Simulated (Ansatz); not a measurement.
Input and output for B₇N₇.

```yaml
crystal:
  periodic: [false, false, false]
  atoms:
    - {symbol: N, position_ang: [-0.843589, -1.921842, 0.156153]}
    - {symbol: B, position_ang: [-0.066022, -1.267641, 1.024552]}
    - {symbol: N, position_ang: [-0.769241, -0.474690, -1.708818]}
    - {symbol: B, position_ang: [-1.476145, -0.792542, -0.505643]}
    - {symbol: N, position_ang: [-2.360224, 0.130721, 0.245699]}
    - {symbol: N, position_ang: [-0.448603, -0.157577, 2.038290]}
    - {symbol: B, position_ang: [-1.649832, 0.198366, 1.326263]}
    - {symbol: N, position_ang: [1.558068, -0.539537, -1.308080]}
    - {symbol: B, position_ang: [0.430706, 0.304470, -1.669225]}
    - {symbol: B, position_ang: [1.601895, -0.306666, 0.007356]}
    - {symbol: N, position_ang: [1.644467, 1.047871, 0.761708]}
    - {symbol: B, position_ang: [0.778192, 0.220022, 1.482931]}
    - {symbol: N, position_ang: [0.497895, 1.776006, -1.498285]}
    - {symbol: B, position_ang: [1.102445, 1.783029, -0.352903]}
basis:
  gaussian: {orbitals: STO-3G}
hamiltonian: {xc: {name: HF}}
correlation: {method: mp2}
scf: {omitted_lower_state_checks: [starts]}
output: {forces: true}
```

```sh
$ ansatz run in.yaml --threads 2 --pin off --events-out ev --progress --plain --max-ram 22528MiB --backend cpu
```

Output, abridged:

```
Functional definition: HF
991 factors; integrals over basis functions are off by at most 1.4e-4 eV
mean field evaluation 1: about -14849.3390 eV, gradient 8.4e1 eV
mean field evaluation 2: about -14849.7169 eV, gradient 8.4e1 eV
mean field evaluation 4: about -14870.8713 eV, gradient 3.3e1 eV
mean field evaluation 8: about -14876.1421 eV, gradient 3.7e0 eV
mean field -14876.30864497 eV, -546.6942591784 hartree, gradient 2.0e-6 eV, S^2 0.000000; 0 other end points of the search recorded, 0 dependent functions left out; unrestricted orbitals would lower it
mean field evaluation 16: about -14876.3165 eV, gradient 3.9e0 eV
unrestricted determinant -14879.01283365 eV, -546.7936362794 hartree, S^2 1.0491
14 core orbitals not correlated: weight in the atoms' cores, before any rotation towards them, 1.000 or more for the frozen orbitals, at most 0.000 for the correlated occupied ones
reference -14876.30864497 eV, -546.6942591784 hartree; 28, 28 occupied and 28, 28 virtual orbitals, 991 factors
second order -21.80705182 eV of doubles, -0.00000000 eV of singles
Total energy: -14898.11569679 eV, -547.4956535515 hartree
Atom 0 at    -0.843589    -1.921842     0.156153 Å, force     0.409512    -1.060328     0.373723 eV/Å
Atom 1 at    -0.066022    -1.267641     1.024552 Å, force    -0.567343    -1.076021     0.675110 eV/Å
Atom 2 at    -0.769241    -0.474690    -1.708818 Å, force     1.046866    -0.464105     1.274573 eV/Å
Atom 3 at    -1.476145    -0.792542    -0.505643 Å, force     1.400231     0.882314    -4.349866 eV/Å
Atom 4 at    -2.360224     0.130721     0.245699 Å, force    -0.936365     0.597847     1.651386 eV/Å
Atom 5 at    -0.448603    -0.157577     2.038290 Å, force     1.832210    -1.018426     1.371128 eV/Å
Atom 6 at    -1.649832     0.198366     1.326263 Å, force    -2.325235     1.334640    -0.523987 eV/Å
Atom 7 at     1.558068    -0.539537    -1.308080 Å, force     0.906874    -0.767732     0.060331 eV/Å
Atom 8 at     0.430706     0.304470    -1.669225 Å, force    -3.950414    -2.197506    -1.068387 eV/Å
Atom 9 at     1.601895    -0.306666     0.007356 Å, force     1.317371    -0.007206    -0.481210 eV/Å
Atom 10 at     1.644467     1.047871     0.761708 Å, force     1.350783    -1.290550     1.667459 eV/Å
Atom 11 at     0.778192     0.220022     1.482931 Å, force    -0.552227     1.215399     0.260995 eV/Å
Atom 12 at     0.497895     1.776006    -1.498285 Å, force     0.950248     1.678191     0.520158 eV/Å
Atom 13 at     1.102445     1.783029    -0.352903 Å, force    -0.882510     2.173483    -1.431414 eV/Å
Dipole moment:     0.757275    -0.057920     1.188003 e Å
Checks for a lower state left out: starts
```

It took 6 s on 2 threads of AMD EPYC 7R13 on a shared host.

Correlated methods freeze 14 core orbitals. The restricted singlet (for correlated methods, its reference) is unstable: a solution with broken spin symmetry lies lower.
